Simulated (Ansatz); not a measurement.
# Molecular dynamics of H$_{3}$SSb

Input:

```yaml
crystal:
  periodic: [false, false, false]
  atoms:
    - { symbol: S, position_ang: [0.324812, -0.556216, 1.082154] }
    - { symbol: Sb, position_ang: [0.216647, 0.46867, -1.375449] }
    - { symbol: H, position_ang: [0.177631, -1.819757, 0.66232] }
    - { symbol: H, position_ang: [-0.842774, -0.135916, 0.157149] }
    - { symbol: H, position_ang: [0.173683, 1.969519, -0.567574] }
basis:
  gaussian: { orbitals: def2-TZVP }
hamiltonian:
  xc: cam_b3lyp
  dispersion: d4
md:
  timestep: 0.5
  n_steps: 200
  ensemble: nve
  temperature: 100.0
  initial_velocities: maxwell_boltzmann
  seed: 5410
```

Launched with:

```bash
$ ansatz run input.yaml --threads 2 --pin off --max-ram 3072MiB --backend cpu --events-out ev --progress --plain --runs-dir out
```

It starts at the highest image of a converged band, a first-order saddle point between two minima.

Output, in part (step lines, the closing report, with atoms numbered from 0):

```
md step     0: t =     0.00 fs  T =   100.0 K  F+E_penalty+E_count = -17420.62160240 eV  E_kin = 0.038778 eV  conserved = -17420.58282440 eV  (31 SCF iters)
md step     1: t =     0.50 fs  T =   100.9 K  F+E_penalty+E_count = -17420.62194236 eV  E_kin = 0.039120 eV  conserved = -17420.58282258 eV  (39 SCF iters)
md step     2: t =     1.00 fs  T =   102.0 K  F+E_penalty+E_count = -17420.62238174 eV  E_kin = 0.039562 eV  conserved = -17420.58281981 eV  (39 SCF iters)
md step     3: t =     1.50 fs  T =   103.5 K  F+E_penalty+E_count = -17420.62295941 eV  E_kin = 0.040143 eV  conserved = -17420.58281615 eV  (39 SCF iters)
md step     4: t =     2.00 fs  T =   105.5 K  F+E_penalty+E_count = -17420.62372890 eV  E_kin = 0.040917 eV  conserved = -17420.58281160 eV  (39 SCF iters)
md step     5: t =     2.50 fs  T =   108.2 K  F+E_penalty+E_count = -17420.62475779 eV  E_kin = 0.041951 eV  conserved = -17420.58280629 eV  (39 SCF iters)
md step     6: t =     3.00 fs  T =   111.7 K  F+E_penalty+E_count = -17420.62612661 eV  E_kin = 0.043326 eV  conserved = -17420.58280020 eV  (39 SCF iters)
md step     7: t =     3.50 fs  T =   116.4 K  F+E_penalty+E_count = -17420.62792902 eV  E_kin = 0.045136 eV  conserved = -17420.58279322 eV  (39 SCF iters)
[... lines left out ...]
Total energy: -17421.15536663 eV, -640.2156512403 hartree
Atom 0 at     0.336414    -0.571127     1.053155 Å, force    -0.532795     0.637883    -0.806994 eV/Å
Atom 1 at     0.196873     0.453207    -1.342880 Å, force     1.061993     0.305938    -0.873897 eV/Å
Atom 2 at     1.489472    -1.016002     0.508274 Å, force    -0.259533    -0.021180     0.176454 eV/Å
Atom 3 at    -0.940865     1.456420    -2.412020 Å, force    -0.038876    -0.630627     1.625048 eV/Å
Atom 4 at     0.979505     1.915514    -0.856156 Å, force    -0.230789    -0.292014    -0.120611 eV/Å
Dipole moment:     0.061236     0.046937    -0.330447 e Å
```

The steps, from the saved trajectory:

| time (fs) | T (K) | potential energy less start (eV) | conserved less start (meV/atom) |
| --- | --- | --- | --- |
| 0.0 | 100 | 0.000 | 0.00 |
| 3.0 | 112 | -0.005 | 0.00 |
| 6.0 | 168 | -0.026 | 0.02 |
| 9.0 | 379 | -0.108 | 0.05 |
| 12.0 | 1010 | -0.353 | 0.08 |
| 15.0 | 2255 | -0.836 | -0.02 |
| 18.0 | 3546 | -1.337 | -0.24 |
| 21.0 | 3819 | -1.443 | -0.21 |
| 24.0 | 3289 | -1.237 | -0.09 |
| 27.0 | 2778 | -1.039 | -0.05 |
| 30.0 | 2520 | -0.939 | -0.10 |
| 33.0 | 2107 | -0.779 | -0.19 |
| 36.0 | 1085 | -0.382 | 0.01 |
| 39.0 | 565 | -0.180 | 0.06 |
| 42.0 | 896 | -0.309 | -0.06 |
| 45.0 | 1328 | -0.476 | -0.02 |
| 48.0 | 2011 | -0.741 | 0.00 |
| 51.0 | 3064 | -1.150 | -0.05 |
| 54.0 | 4159 | -1.575 | -0.16 |
| 57.0 | 4603 | -1.747 | -0.24 |
| 60.0 | 3860 | -1.459 | -0.24 |
| 63.0 | 2172 | -0.804 | -0.04 |
| 66.0 | 873 | -0.300 | 0.08 |
| 69.0 | 656 | -0.216 | 0.01 |
| 72.0 | 1358 | -0.487 | 0.14 |
| 75.0 | 3387 | -1.276 | -0.33 |
| 78.0 | 4367 | -1.657 | -0.38 |
| 81.0 | 3701 | -1.397 | -0.11 |
| 84.0 | 3013 | -1.130 | -0.03 |
| 87.0 | 2873 | -1.076 | -0.09 |
| 90.0 | 2761 | -1.033 | -0.33 |
| 93.0 | 1531 | -0.555 | 0.06 |
| 96.0 | 1264 | -0.452 | -0.08 |
| 99.0 | 1551 | -0.563 | -0.17 |

The run went to its last step. The conserved energy stayed within 0.48 meV per atom of its start (net change -0.096 meV per atom), so the integration is sound. The system heated up, since it started high on the potential surface and ran downhill. A run of 0.1 ps of so small a system gives no equilibrium averages. The orbitals stay closed-shell, which can raise the energy where a bond breaks towards radicals; this wasn't checked here.

The step under study would form S1–H4 and break Sb2–H4. These pairs go: S1–H4 1.55 → 4.21 Å, Sb2–H4 1.96 → 1.86 Å. In the last frame they stand as before the step (other bonds may differ from the relaxed reactants and products). It ends as one piece, H3SSb. Pairs count as bonded within 1.25 times the sum of covalent radii (0.12 Å more for H–H).

Last frame:

```xyz
5
Properties=species:S:1:pos:R:3
S 0.336 -0.571 1.053
Sb 0.197 0.453 -1.343
H 1.490 -1.016 0.508
H -0.941 1.456 -2.412
H 0.980 1.915 -0.856
```

The run took 11 min on 2 threads of Intel(R) Xeon(R) Platinum 8175M CPU @ 2.50GHz (Skylake/Cascade Lake), with other jobs on the host, peak memory 0.22 GiB.
